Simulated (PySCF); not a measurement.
# Atomic charges by several schemes

Species: C6H13NOP2.
SMILES with atom numbers: `[CH3:1][P@:2](=[O:3])([CH2:4][CH2:5][PH2:6])[CH2:7][CH2:8][C:9]#[N:10]` (hydrogens: H11, H12, H13 on C1; H14, H15 on C4; H16, H17 on C5; H18, H19 on P6; H20, H21 on C7; H22, H23 on C8)

Cartesian coordinates in Å at the GFN2-xTB level; atoms count from 1:
```
atom  x, y, z in Å
C1    -1.267    1.788    0.892
P2    -0.440    0.175    0.647
O3    -0.771   -0.827    1.669
C4     1.360    0.571    0.554
C5     2.161   -0.713    0.708
P6     3.990   -0.352    0.798
C7    -0.875   -0.411   -1.056
C8    -2.263   -1.050   -1.018
C9    -3.290   -0.044   -1.029
N10   -4.088    0.775   -1.059
H11   -2.344    1.645    0.847
H12   -1.003    2.135    1.890
H13   -0.961    2.519    0.151
H14    1.591    1.081   -0.382
H15    1.584    1.252    1.380
H16    1.863   -1.203    1.640
H17    1.956   -1.404   -0.114
H18    4.146   -0.117   -0.570
H19    4.384   -1.681    0.665
H20   -0.136   -1.169   -1.329
H21   -0.827    0.402   -1.780
H22   -2.420   -1.713   -1.875
H23   -2.356   -1.635   -0.096
```

Density: PBE0/pcSseg-1 (PySCF); schemes: Mulliken, IAO, Hirshfeld and ESP-fitted. The structure is a single GFN2-xTB conformer in the gas phase; no vibrational or solvent corrections.

Question: Give the atomic charges in each scheme.

Answer: In e:

| atom | environment | Mulliken | IAO | Hirshfeld | ESP-fitted |
| --- | --- | --- | --- | --- | --- |
| C1 | sp3 carbon bound to phosphorus | -0.470 | -0.691 | -0.162 | -0.648 |
| P2 | phosphoryl phosphorus | +0.826 | +1.516 | +0.443 | +0.934 |
| O3 | phosphoryl oxygen | -0.611 | -0.932 | -0.393 | -0.667 |
| C4 | sp3 carbon bound to phosphorus | -0.453 | -0.510 | -0.116 | -0.327 |
| C5 | sp3 carbon bound to phosphorus | -0.492 | -0.422 | -0.110 | -0.002 |
| P6 | phosphine phosphorus | +0.120 | +0.183 | +0.075 | -0.327 |
| C7 | sp3 carbon bound to phosphorus | -0.450 | -0.506 | -0.105 | -0.371 |
| C8 | sp3 carbon next to a nitrile | -0.194 | -0.300 | -0.040 | -0.170 |
| C9 | nitrile carbon | +0.051 | +0.141 | +0.093 | +0.388 |
| N10 | nitrile nitrogen | -0.258 | -0.254 | -0.223 | -0.488 |
| H11 | methyl hydrogen | +0.188 | +0.181 | +0.049 | +0.219 |
| H12 | methyl hydrogen | +0.162 | +0.171 | +0.059 | +0.179 |
| H13 | methyl hydrogen | +0.143 | +0.161 | +0.052 | +0.157 |
| H14 | methylene hydrogen | +0.152 | +0.146 | +0.043 | +0.104 |
| H15 | methylene hydrogen | +0.170 | +0.157 | +0.047 | +0.132 |
| H16 | methylene hydrogen | +0.183 | +0.168 | +0.043 | +0.128 |
| H17 | methylene hydrogen | +0.155 | +0.136 | +0.037 | +0.004 |
| H18 | P–H hydrogen | +0.029 | -0.028 | -0.019 | +0.114 |
| H19 | P–H hydrogen | +0.038 | -0.018 | -0.012 | +0.115 |
| H20 | methylene hydrogen | +0.169 | +0.159 | +0.054 | +0.155 |
| H21 | methylene hydrogen | +0.165 | +0.159 | +0.049 | +0.123 |
| H22 | methylene hydrogen | +0.178 | +0.183 | +0.071 | +0.125 |
| H23 | methylene hydrogen | +0.200 | +0.198 | +0.065 | +0.124 |

Mean size of the charges over all atoms: IAO 0.318 e, ESP-fitted 0.261 e, Mulliken 0.255 e, Hirshfeld 0.103 e. Each set sums to the total charge, 0, to within 0.001 e. The IAO scheme projects the occupied orbitals on a minimal set of polarised atomic orbitals and counts the electrons in each atom's part of it. The Hirshfeld scheme weights the molecular density at each point by an atom's share of the summed free-atom densities.

Lowest charge. All schemes agree: Mulliken O3 (-0.611); IAO O3 (-0.932); Hirshfeld O3 (-0.393); ESP-fitted O3 (-0.667).

Highest charge. All schemes agree: Mulliken P2 (+0.826); IAO P2 (+1.516); Hirshfeld P2 (+0.443); ESP-fitted P2 (+0.934).

Question: How many electrons does the Hirshfeld scheme count on C1?

Answer: Z − q = 6 − (-0.162) = 6.162.

Question: How closely do the schemes follow one another over all atoms?

Answer: Correlation coefficient and root-mean-square difference: Mulliken with IAO 0.97, 0.171 e; IAO with Hirshfeld 0.95, 0.320 e; Mulliken with Hirshfeld 0.92, 0.193 e; Hirshfeld with ESP-fitted 0.89, 0.223 e; IAO with ESP-fitted 0.89, 0.219 e; Mulliken with ESP-fitted 0.86, 0.178 e.

These values come from a run that also computed NMR shieldings. Cost: about 2.8 min of CPU time on one thread; the machine was shared, so the figure is rough.
